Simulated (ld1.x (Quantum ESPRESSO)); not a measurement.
**PBEsol RRKJ dataset for Pb (Z = 82), non-relativistic all-electron reference.**

Input for ld1.x (Quantum ESPRESSO) 7.5:

```
&input
   title='Pb', zed=82., rel=0, dft='PBESOL', iswitch=3,
   config='[Xe] 4f14 5d10 6s2 6p1.5',
   nld=2, rlderiv=2.30, eminld=-3.0, emaxld=5.0, deld=0.02
 /
 &inputp
   pseudotype=2, tm=.false., rho0=0.001, lloc=-2, rcloc=2.05,
   nlcc=.false.,
   file_pseudopw='Pb.UPF', file_wfcaegen='ae.wfc', file_wfcncgen='nc.wfc', file_beta='beta', file_chi='chi'
 /
2
6S  1  0   2.00   0.00  2.10  2.10  0.0
6P  2  1   1.50   0.00  1.90  1.90  0.0
 &test
   configts(1)='6s2 6p1.5'
 /
```

Command:

```bash
ld1.x < Pb.in > Pb.out
```

Output (shortened: banner, matrices, multipoles, cross overlaps and the repeated all-electron block are left out):

```
Program LD1 v.7.5
     --------------------------- All-electron run ----------------------------

     Pb

     atomic number is 82.00
     dft =PBESOL   lsd =0 sic =0 latt =0  beta=0.20 tr2=1.0E-14
     Exchange-correlation= PBESOL
                           (   1   4  10   8   0   0   0)
     mesh =1281 r(mesh) =  98.81810 a.u. xmin = -7.00 dx = 0.01250
     1 Ry =  13.60569312 eV

     n l     nl                  e(Ry)          e(Ha)          e(eV)
     1 0     1S 1( 2.00)     -5804.6099     -2902.3050    -78975.7415
     2 0     2S 1( 2.00)      -978.2181      -489.1090    -13309.3348
     2 1     2P 1( 6.00)      -942.0913      -471.0457    -12817.8051
     3 0     3S 1( 2.00)      -233.3735      -116.6867     -3175.2080
     3 1     3P 1( 6.00)      -216.1676      -108.0838     -2941.1096
     4 0     4S 1( 2.00)       -51.8170       -25.9085      -705.0055
     4 1     4P 1( 6.00)       -44.2670       -22.1335      -602.2837
     3 2     3D 1(10.00)      -184.0244       -92.0122     -2503.7789
     5 0     5S 1( 2.00)        -8.6720        -4.3360      -117.9888
     5 1     5P 1( 6.00)        -6.1405        -3.0702       -83.5455
     4 2     4D 1(10.00)       -30.3219       -15.1609      -412.5498
     4 3     4F 1(14.00)       -11.4270        -5.7135      -155.4723
     5 2     5D 1(10.00)        -2.0602        -1.0301       -28.0301
     6 0     6S 1( 2.00)        -0.9414        -0.4707       -12.8079
     6 1     6P 1( 1.50)        -0.4926        -0.2463        -6.7015

     final scf error:  2.5E-15 reached in  38 iterations

     Etot =  -39046.125664 Ry,  -19523.062832 Ha, -531249.603429 eV

     Ekin =   39036.192418 Ry,   19518.096209 Ha,  531114.454729 eV
     Encl =  -92908.535292 Ry,  -46454.267646 Ha,-1264085.019694 eV
     Eh   =   15542.464278 Ry,    7771.232139 Ha,  211465.999339 eV
     Exc  =    -716.247068 Ry,    -358.123534 Ha,   -9745.037803 eV

     normalization and overlap integrals

     s(1S/1S) =  1.000000  <r> =   0.0185  <r2> =    0.0005  r(max) =   0.0122
     s(2S/2S) =  1.000000  <r> =   0.0776  <r2> =    0.0071  r(max) =   0.0668
     s(2P/2P) =  1.000000  <r> =   0.0656  <r2> =    0.0052  r(max) =   0.0513
     s(3S/3S) =  1.000000  <r> =   0.1953  <r2> =    0.0434  r(max) =   0.1815
     s(3P/3P) =  1.000000  <r> =   0.1858  <r2> =    0.0399  r(max) =   0.1705
     s(4S/4S) =  1.000000  <r> =   0.4269  <r2> =    0.2051  r(max) =   0.4038
     s(4P/4P) =  1.000000  <r> =   0.4295  <r2> =    0.2092  r(max) =   0.3988
     s(3D/3D) =  1.000000  <r> =   0.1619  <r2> =    0.0306  r(max) =   0.1328
     s(5S/5S) =  1.000000  <r> =   0.9491  <r2> =    1.0089  r(max) =   0.8766
     s(5P/5P) =  1.000000  <r> =   1.0188  <r2> =    1.1703  r(max) =   0.9215
     s(4D/4D) =  1.000000  <r> =   0.4338  <r2> =    0.2168  r(max) =   0.3939
     s(4F/4F) =  1.000000  <r> =   0.4442  <r2> =    0.2352  r(max) =   0.3433
     s(5D/5D) =  1.000000  <r> =   1.2782  <r2> =    1.8953  r(max) =   1.0574
     s(6S/6S) =  1.000000  <r> =   2.5697  <r2> =    7.4636  r(max) =   2.2106
     s(6P/6P) =  1.000000  <r> =   3.2129  <r2> =   11.8157  r(max) =   2.6665

     ------------------------ End of All-electron run ------------------------

     --------------------- Generating NC pseudopotential ---------------------

      Generating local potential from pseudized AE potential:
      Matching radius rcloc =   2.0500
      Enforcing V''(0)=0 (lloc=-2)

      Local pseudo, rcloc= 2.051 Estimated cut-off energy=     7.76 Ry

      Wfc   6S  rcut= 2.103  Estimated cut-off energy=        9.81 Ry
      Using 4 Bessel functions for this wfc, rho(0) = 0.001
      This function has    0 nodes for 0 < r <    2.103

      Wfc   6P  rcut= 1.903  Estimated cut-off energy=       45.99 Ry
      This function has    0 nodes for 0 < r <    1.903

     ------------------- End of pseudopotential generation -------------------

     Computing logarithmic derivative in   2.30954
     Message from routine run_pseudo:
     Warning: convergence not achieved
     Computing logarithmic derivative in   2.30954
     Computing the partial wave expansion
     R is outside the sphere for l=    0 j= 0.00
     R is outside the sphere for l=    1 j= 0.00

     ---------------------- Testing the pseudopotential ----------------------

     Pb

     atomic number is 82.00   valence charge is  4.00
     dft =PBESOL   lsd =0 sic =0 latt =0  beta=0.20 tr2=1.0E-14
     mesh =1281 r(mesh) =  98.81810 xmin = -7.00 dx = 0.01250

     n l     nl             e AE (Ry)        e PS (Ry)    De AE-PS (Ry)
     1 0     6S   1( 2.00)       -0.94136       -0.94136        0.00000
     2 1     6P   1( 1.50)       -0.49255       -0.49255        0.00000

     eps = 1.5E-10  iter =201

     Etot =  -39046.125664 Ry,  -19523.062832 Ha, -531249.603429 eV
     Etotps =    -6.074537 Ry,      -3.037269 Ha,     -82.648288 eV

     Ekin =       1.952679 Ry,       0.976339 Ha,      26.567548 eV
     Encl =     -11.717574 Ry,      -5.858787 Ha,    -159.425716 eV
     Ehrt =       3.882938 Ry,       1.941469 Ha,      52.830056 eV
     Ecxc =      -1.449022 Ry,      -0.724511 Ha,     -19.714947 eV
     Epseu=       1.256442 Ry,       0.628221 Ha,      17.094770 eV

     ---------------------- End of pseudopotential test ----------------------
```

Note: ghost state, extra bound levels that the all-electron valence spectrum of the same l lacks: d at -3.4 eV. A true bound ghost makes a file unfit for plane-wave use.

Generation and configuration tests took about 4.4 s on one core of a shared server CPU.

Transferability test of the new file with ld1.x, input:

```
&input
   title='Pb', zed=82., rel=0, dft='PBESOL', iswitch=2,
   config='[Xe] 4f14 5d10 6s2 6p1.5'
 /
 &test
   file_pseudo='Pb.UPF', nconf=8,
   configts(1)='6s2 6p1.5',
   configts(2)='6s2 6p2',
   configts(3)='6s2 6p1',
   configts(4)='6s2 6p0',
   configts(5)='6s1 6p2',
   configts(6)='6s2 6p2.3',
   configts(7)='6s1 6p3',
   configts(8)='6s0 6p4'
 /
```

```bash
ld1.x < Pb.test.in > Pb.test.out
```

Pseudopotential blocks of its output, shortened (energy terms left out; the distinct warnings before each block abridged to one line each):

```
     Warning: convergence not achieved
     ---------------------- Testing the pseudopotential ----------------------

     n l     nl             e AE (Ry)        e PS (Ry)    De AE-PS (Ry)
     1 0     6S   1( 2.00)       -0.94136       -0.94136        0.00000
     2 1     6P   1( 1.50)       -0.49255       -0.49255        0.00000

     eps = 3.3E-11  iter =201

     Etot =  -39046.125664 Ry,  -19523.062832 Ha, -531249.603423 eV
     Etotps =    -6.074537 Ry,      -3.037269 Ha,     -82.648288 eV

     ---------------------- End of pseudopotential test ----------------------

          Warning: convergence not achieved
     ---------------------- Testing the pseudopotential ----------------------

     n l     nl             e AE (Ry)        e PS (Ry)    De AE-PS (Ry)
     1 0     6S   1( 2.00)       -0.69941       -0.69901       -0.00040
     2 1     6P   1( 2.00)       -0.27228       -0.27228       -0.00001

     eps = 1.5E-09  iter =201

     Etot =  -39046.316000 Ry,  -19523.158000 Ha, -531252.193075 eV
     Etotps =    -6.264870 Ry,      -3.132435 Ha,     -85.237897 eV
     dEtot_ae =      -0.190336 Ry
     dEtot_ps =      -0.190333 Ry,   Delta E=      -0.000003 Ry

     ---------------------- End of pseudopotential test ----------------------

          Warning: convergence not achieved
     ---------------------- Testing the pseudopotential ----------------------

     n l     nl             e AE (Ry)        e PS (Ry)    De AE-PS (Ry)
     1 0     6S   1( 2.00)       -1.20273       -1.20349        0.00076
     2 1     6P   1( 1.00)       -0.73127       -0.73122       -0.00005

     eps = 1.3E-10  iter =201

     Etot =  -39045.820381 Ry,  -19522.910190 Ha, -531245.449836 eV
     Etotps =    -5.769259 Ry,      -2.884630 Ha,     -78.494771 eV
     dEtot_ae =       0.305283 Ry
     dEtot_ps =       0.305278 Ry,   Delta E=       0.000005 Ry

     ---------------------- End of pseudopotential test ----------------------

          Warning: convergence not achieved
     ---------------------- Testing the pseudopotential ----------------------

     n l     nl             e AE (Ry)        e PS (Ry)    De AE-PS (Ry)
     1 0     6S   1( 2.00)       -1.76824       -1.77000        0.00176
     2 1     6P   1( 0.00)       -1.24978       -1.24658       -0.00320

     eps = 5.6E-09  iter =201

     Etot =  -39044.833815 Ry,  -19522.416908 Ha, -531232.026928 eV
     Etotps =    -4.784034 Ry,      -2.392017 Ha,     -65.090098 eV
     dEtot_ae =       1.291849 Ry
     dEtot_ps =       1.290503 Ry,   Delta E=       0.001345 Ry

     ---------------------- End of pseudopotential test ----------------------

          Warning: convergence not achieved
     ---------------------- Testing the pseudopotential ----------------------

     n l     nl             e AE (Ry)        e PS (Ry)    De AE-PS (Ry)
     1 0     6S   1( 1.00)       -1.25601       -1.24892       -0.00709  !
     2 1     6P   1( 2.00)       -0.77556       -0.77571        0.00015

     eps = 6.5E-11  iter =201

     Etot =  -39045.344396 Ry,  -19522.672198 Ha, -531238.973728 eV
     Etotps =    -5.296445 Ry,      -2.648222 Ha,     -72.061805 eV
     dEtot_ae =       0.781268 Ry
     dEtot_ps =       0.778092 Ry,   Delta E=       0.003176 Ry

     ---------------------- End of pseudopotential test ----------------------

          Warning: convergence not achieved
     ---------------------- Testing the pseudopotential ----------------------

     n l     nl             e AE (Ry)        e PS (Ry)    De AE-PS (Ry)
     1 0     6S   1( 2.00)       -0.56632       -0.56583       -0.00049
     2 1     6P   1( 2.30)       -0.15143       -0.15147        0.00004

     eps = 2.9E-10  iter =201

     Etot =  -39046.379318 Ry,  -19523.189659 Ha, -531253.054570 eV
     Etotps =    -6.328187 Ry,      -3.164094 Ha,     -86.099371 eV
     dEtot_ae =      -0.253655 Ry
     dEtot_ps =      -0.253650 Ry,   Delta E=      -0.000005 Ry

     ---------------------- End of pseudopotential test ----------------------

          Warning: convergence not achieved
     ---------------------- Testing the pseudopotential ----------------------

     n l     nl             e AE (Ry)        e PS (Ry)    De AE-PS (Ry)
     1 0     6S   1( 1.00)       -0.75201       -0.74570       -0.00631  !
     2 1     6P   1( 3.00)       -0.31205       -0.31191       -0.00014

     eps = 2.0E-10  iter =201

     Etot =  -39045.882371 Ry,  -19522.941185 Ha, -531246.293255 eV
     Etotps =    -5.834353 Ry,      -2.917177 Ha,     -79.380421 eV
     dEtot_ae =       0.243293 Ry
     dEtot_ps =       0.240184 Ry,   Delta E=       0.003109 Ry

     ---------------------- End of pseudopotential test ----------------------

          ---------------------- Testing the pseudopotential ----------------------

     n l     nl             e AE (Ry)        e PS (Ry)    De AE-PS (Ry)
     1 0     6S   1( 0.00)       -0.79995       -0.78256       -0.01739  !
     2 1     6P   1( 4.00)       -0.34813       -0.34664       -0.00150

     eps = 2.3E-16  iter = 13

     Etot =  -39045.436409 Ry,  -19522.718204 Ha, -531240.225633 eV
     Etotps =    -5.398920 Ry,      -2.699460 Ha,     -73.456052 eV
     dEtot_ae =       0.689255 Ry
     dEtot_ps =       0.675617 Ry,   Delta E=       0.013638 Ry

     ---------------------- End of pseudopotential test ----------------------
```
